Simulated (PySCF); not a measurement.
# Orbital energies and ionisation energy

Compound: C₄H₈GeO₄.
Geometry (PBE0-D3(BJ)/def2-SVP, Å), atoms numbered from 1 in this order:
```xyz
17
C4H8GeO4 angstrom
C      2.2877    1.0168    0.7628
C      1.2927    0.0345    0.2182
O      1.5727   -1.0319   -0.2678
O      0.0342    0.4719    0.3478
C     -1.0078   -0.3876   -0.1444
C     -1.3146   -1.4853    0.8852
O     -2.1367   -0.9527    1.8990
Ge    -3.0230    0.4554    1.2502
O     -2.1223    0.4033   -0.3126
H      2.7235    0.5998    1.6831
H      3.1052    1.1349    0.0389
H      1.8272    1.9860    0.9857
H     -0.6831   -0.8099   -1.1072
H     -0.3835   -1.8727    1.3235
H     -1.8189   -2.3212    0.3644
H     -2.7451    1.7088    2.0877
H     -4.5080    0.1901    0.9723
```

Level: CAM-B3LYP/def2-SVPD (PySCF). Frontier orbitals with their largest atomic shares (Löwdin; up to four atoms above 4 %):

```csv
orbital,ε (eV),main atoms
HOMO−3,-10.50,"O9 40 %, O4 14 %, O3 14 %, Ge8 8 %"
HOMO−2,-10.15,"O4 19 %, O7 14 %, C6 14 %, O3 12 %"
HOMO−1,-9.58,"O7 40 %, C6 10 %, O3 8 %, Ge8 8 %"
HOMO,-9.52,?
LUMO,0.50,"Ge8 43 %, O7 14 %, H16 13 %, H17 13 %"
LUMO+1,0.88,"Ge8 43 %, H17 14 %, H16 13 %"
LUMO+2,1.18,"C2 19 %, Ge8 15 %, O3 13 %, C1 8 %"
```

Question: What vertical ionisation energy does ΔSCF give, and how far is −ε(HOMO) from it?

Answer: ΔSCF: 10.28 eV (992 kJ/mol; threshold wavelength 121 nm); ⟨S²⟩ of the doublet left behind is 0.758, against 0.75 for a pure doublet. −ε(HOMO) is 9.52 eV, 0.76 eV below it. For the exact functional −ε(HOMO) would equal the first vertical ionisation energy; CAM-B3LYP (range-separated hybrid) falls short of its own ΔSCF value by 7 %. Holes in the HOMO−1 and HOMO−2 were tried too where these lie within 1.2 eV of the HOMO; the lowest converged state counts.

Question: On which atoms does the HOMO lie?

Answer: O3 (ester carbonyl oxygen) 49 %, O7 (oxygen bonded to C and Ge) 12 %, C1 (methyl carbon next to a carbonyl) 7 %, C2 (ester carbonyl carbon) 7 %. The HOMO−1 lies 0.06 eV lower.

Question: How many of the 10 lowest singlet excitations (vertical TDDFT, same level) lie below the ionisation energy?

Answer: All 10; they run from 5.89 to 8.27 eV.

Question: What kinetic energy would electrons from this vertical process carry with 118.2 nm light (10.49 eV)?

Answer: 10.49 − 10.28 = 0.21 eV.

Question: What total energies stand behind the ΔSCF value?

Answer: E(N) = -2534.55157 Eh and E(N − 1) = -2534.17379 Eh at the same geometry, 0.37778 Eh apart.

Question: Shift the occupied levels rigidly so that −ε(HOMO) equals the ΔSCF value. What binding energies result?

Answer: The shift is +0.76 eV: HOMO 10.28, HOMO−1 10.34, HOMO−2 10.91, HOMO−3 11.26 eV. A rigid shift is only a rough guide to the deeper ionisations.

The structure is a single PBE0-D3(BJ)/def2-SVP conformer in the gas phase; no vibrational or solvent corrections. The calculation is non-relativistic, for germanium too.

The run behind these numbers computed excited states and ΔSCF ions as well. On one thread, Arm Neoverse N1 (aarch64), shared host with 64 logical CPUs at a one-minute load of 62, this took 17 min and 1.4 GiB of memory at its peak.
